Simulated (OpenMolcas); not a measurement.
An atom or ion with 80 electrons was computed by XMS-RASPT2, IPEA 0.25 Eh, imaginary shift 0.1 Eh with spin-orbit coupling (OpenMolcas, ANO-RCC-VTZP, DKH2). The lowest levels that the run gave, each within 12 % of the measured value where one is at hand:

```csv
J,Parity,E (cm⁻¹),g
0,even,0.0,
0,odd,37450,
1,odd,39000,1.493
2,odd,42790,1.501
1,odd,53360,1.008
```

**Question.** Which ion is it, and what are the configurations and terms?

**Answer.** neutral mercury (Z = 80, neutral; active space 2 electrons in 9 orbitals (RAS2 6s 6p; RAS3 6d, at most 2 electrons)). J, parity and g give the terms where levels are pure, and mixed ones are named by the computed weights; the size of the splittings, set against known spectra of the 80-electron sequence, gives the charge. In order, with the measured energies in cm⁻¹ (NIST Handbook of Basic Atomic Spectroscopic Data): 6s² ¹S₀, 6s 6p ³P°₀ (37645), 6s 6p ³P°₁ (39412), 6s 6p ³P°₂ (44043), 6s 6p ¹P°₁ (54069).

CASPT2 does not keep the components of a term degenerate, so their means are used; among the terms shown or strongly mixed into the levels shown the widest spread is 150 cm-1 (6s 6p ¹P°). Some high roots are left out of the spin-orbit mixing, which shifts the levels that they would mix with. Active for correlation alone: 6d; no level in the range computed is led by a configuration that fills it, so any true level of that kind is missing. Spin-orbit splittings of 6p shells tend to come out small when the coupling is added on scalar orbitals. Computed and measured levels are paired by configuration, term and J; levels that our copy of the source lacks, or whose pairing is in doubt (as where it misses far off the trend of its configuration), stay unpaired and out of the deviations. Levels of configurations outside the active space are missing.

° marks odd parity.
